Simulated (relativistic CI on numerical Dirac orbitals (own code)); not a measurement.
V V: sensitivity of the levels to the model

Base calculation: Dirac-Coulomb-Breit CI, KLI orbitals optimised for each configuration, QED by a radiative potential, valence Slater integrals scaled by 0.85, P86 correlation energy added to each configuration.

Configuration list (outside the closed core [Ne]): 3s²3p⁶3d, 3s²3p⁶4s, 3s²3p⁵3d², 3s²3p⁶4p, 3s²3p⁶4d, 3s²3p⁶5s, 3s²3p⁶4f, 3s²3p⁶5p, 3s3p⁶3d², 3s²3p⁶5d, 3s²3p⁶6s, 3s²3p⁶5f, 3s²3p⁶6p, 3s²3p⁶5g, 3s²3p⁶6d. Double excitations out of closed p, d and f shells are left out; levels of such configurations are missing from the list, as are those of other unlisted configurations, and high levels can miss mixing partners.

Variants: (1) Slater integrals left unscaled; (2) valence Slater integrals scaled by 0.75; (3) configuration mixing switched off; (4) non-relativistic limit. Shifts of the energy above 3s²3p⁶3d ²D3/2, in cm⁻¹, for the lowest level and the first level of each name with at least 55 % of one term (blank where a level changes its place among those of its configuration and J or its character, or is not in the variant):

```tsv
Level	Base	Δ(1)	Δ(2)	Δ(3)	Δ(4)	Measured
3s²3p⁶3d ²D3/2	0	0	0	0	0	0
3s²3p⁶3d ²D5/2	590	0	0	0	-590	625
3s²3p⁶4s ²S1/2	153846	+199	-115	-521	+3549	148143
3s²3p⁶4p ²P°1/2	211580	+173	-99	-442	+2917	206394
3s²3p⁶4p ²P°3/2	212777	+168	-97	-429	+1720	207660
3s²3p⁵3d² ⁴D°1/2	294544	-7812	+5221	-530	-1781	
3s²3p⁵3d² ⁴D°3/2	294911	-7798	+5211	-530	-2148	
3s²3p⁵3d² ⁴D°5/2	295529	-7776	+5193	-530	-2766	
3s²3p⁵3d² ⁴D°7/2	296434	-7754	+5177	-530	-3671	
3s²3p⁶4d ²D3/2	298113	+189	-109	-503	+1679	293903
3s²3p⁶4d ²D5/2	298242	+189	-109	-503	+1550	294047
3s²3p⁵3d² ⁴G°11/2	309076	-5132	+3439	-530	-1190	
3s²3p⁵3d² ⁴G°9/2	310278	-5075	+3390	-530	-2393	
3s²3p⁵3d² ⁴P°5/2	311284	-4885	+3272	-530
```

At this charge configurations can still be misplaced by up to about 7 % of their energy. 19 of the 33 excited levels that our extract of the measured tables holds in this range could be paired (the sources list more); they are missed by 3248 cm⁻¹ on average and 8635 at most, and levels without a partner can miss by more.

Measured levels: Sugar and Corliss, J. Phys. Chem. Ref. Data 7, 1191 (1978).

Ionisation energy from the two ground configurations alone: base 65.55 eV. The NIST ASD value (measured) is 65.2816 eV.
